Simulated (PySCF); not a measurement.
CHO₂, SMILES O=[C]O, multiplicity 2. Geometry optimised at PBE0-D3(BJ)/def2-TZVP. The isomer is the one that the SMILES or the coordinates give; other isomers of the formula were not compared. One conformer was computed; it need not be the lowest.

Computed equilibrium geometry at PBE0-D3(BJ)/def2-TZVP (PySCF confirms it by a frequency run) as Cartesian coordinates in Å, and its point group (one conformer of several):
point group Cs.
```xyz
4

O      0.1713     1.1530     0.0000
C     -0.4159     0.1309     0.0000
O      0.0166    -1.1119     0.0000
H      0.9921    -1.1140     0.0000
```
Charge 0, spin multiplicity 2.
